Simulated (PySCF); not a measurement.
A PySCF script (with the pyscf-properties extension) for the NMR shieldings of SMILES C1CC[C@@H]([Al]([Cl])[Cl])[AlH][CH2]1, C5H10Al2Cl2, on a GFN2-xTB geometry:

```python
import basis_set_exchange as bse
import numpy as np
from pyscf import gto, dft
from pyscf.prop import nmr

atoms = """
Cl    4.311200    0.126749    1.850879
Al    2.890151    0.109614    0.397934
Cl    3.279594    0.882964   -1.448644
C     1.072179   -0.674933    0.709761
C     0.316348   -1.234294   -0.518289
C    -1.210667   -1.071676   -0.440796
C    -1.721250    0.341251   -0.752475
C    -1.574609    1.337016    0.424552
Al    0.309551    1.135726    1.005726
H     1.086529   -1.417070    1.519417
H     0.537054   -2.298584   -0.635860
H     0.666854   -0.730379   -1.425651
H    -1.552883   -1.365114    0.555201
H    -1.659201   -1.759762   -1.163216
H    -2.776225    0.267681   -1.037973
H    -1.178121    0.723093   -1.622325
H    -2.291675    1.041514    1.206243
H    -1.900371    2.331358    0.089372
H     1.385741    2.264096    1.278681
"""
names = dict.fromkeys(["Cl", "Al", "C", "H"], "pcSseg-1")
basis = {el: gto.basis.parse(bse.get_basis(n, elements=[el], fmt="nwchem")) for el, n in names.items()}
mol = gto.M(atom=atoms, basis=basis, charge=0, verbose=0)
mf = dft.RKS(mol, xc="PBE0")
mf.grids.level = 2
mf.grids.alignment = dft.numint.BLKSIZE   # the property module wants whole blocks of grid points
mf.conv_tol = 1e-9
mf.kernel()

calc = nmr.RKS(mf)   # GIAO
C = mf.mo_coeff
Co = C[:, mf.mo_occ > 0]
resp = mf.gen_response(singlet=True, hermi=2)
def vind(x):   # induced exchange potential for any number of trial vectors
    d = np.einsum("pi,xij,qj->xpq", C, 2 * x.reshape(-1, C.shape[1], Co.shape[1]), Co, optimize=True)
    return np.einsum("xpq,pi,qj->xij", resp(d - d.transpose(0, 2, 1)), C, Co, optimize=True).ravel()
mo1, _ = nmr.rhf.solve_mo1(calc, with_cphf=vind)
sigma = calc.kernel(mo1)
for i, s in enumerate(sigma):   # ppm
    w = np.linalg.eigvalsh((s + s.T) / 2)
    print("%2d %-2s iso %8.1f  s11 %8.1f  s22 %8.1f  s33 %8.1f" % (i, mol.atom_pure_symbol(i), w.mean(), *w))
```

Q: What does it print?

A: 
```
 0 Cl iso    924.7  s11    828.7  s22    912.7  s33   1032.8
 1 Al iso    376.8  s11    343.6  s22    353.0  s33    433.8
 2 Cl iso    900.5  s11    740.7  s22    955.3  s33   1005.4
 3 C  iso    150.5  s11    120.9  s22    155.8  s33    174.7
 4 C  iso    156.0  s11    143.8  s22    148.1  s33    176.2
 5 C  iso    146.6  s11    129.7  s22    151.7  s33    158.3
 6 C  iso    153.8  s11    142.4  s22    147.9  s33    171.1
 7 C  iso    170.0  s11    152.7  s22    169.1  s33    188.3
 8 Al iso    269.8  s11    152.7  s22    265.2  s33    391.5
 9 H  iso     29.9  s11     25.2  s22     30.3  s33     34.3
10 H  iso     29.3  s11     23.0  s22     29.2  s33     35.6
11 H  iso     29.8  s11     24.6  s22     31.4  s33     33.3
12 H  iso     30.5  s11     27.3  s22     29.8  s33     34.3
13 H  iso     29.7  s11     24.5  s22     28.4  s33     36.3
14 H  iso     29.1  s11     23.1  s22     28.0  s33     36.2
15 H  iso     30.1  s11     27.5  s22     28.9  s33     34.0
16 H  iso     30.8  s11     26.9  s22     28.7  s33     36.9
17 H  iso     30.5  s11     26.2  s22     27.8  s33     37.6
18 H  iso     25.3  s11     21.9  s22     25.7  s33     28.3
```

These numbers come from an equivalent density-fitted implementation of the same equations, which agrees with the script to about 0.01 ppm for H and up to a few tenths of a ppm for heavy atoms, so last digits may differ.

Size and cost of the density-fitted run: 231 basis functions, 100 s wall time on 1 thread of an Arm Neoverse N1, shared host; peak memory 1.1 GiB.
